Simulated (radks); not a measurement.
Results of a calculation; reference values are marked as such.
Be, configuration [He] 2s2.

Code: a radial shooting solver on a logarithmic mesh with Libxc functionals. Model: scalar-relativistic Kohn-Sham, r2SCAN, spin-unpolarised, spherical densities, finite nucleus; meta-GGA in the generalised Kohn-Sham scheme; Fermi nuclear charge, rms radius 2.519 fm.

Energy parts (eV):
| part | energy |
|---|---|
| total | -398.702 |
| kinetic | 397.031 |
| electron-nucleus | -916.084 |
| Hartree | 194.983 |
| exchange-correlation | -74.632 |

Orbitals (lengths in bohr, moments of r in powers of bohr; <r^-3> diverges for s and p1/2):
orbital	occ.	eigenvalue (eV)	<r>	<r^2>	<r^-3>
1s	2	-108.6360	0.4182	0.2382	-
2s	2	-5.7467	2.618	8.201	-

The highest occupied level is 2s at -5.747 eV. The density falls to 0.001 e/bohr^3 at r = 4.15 bohr.
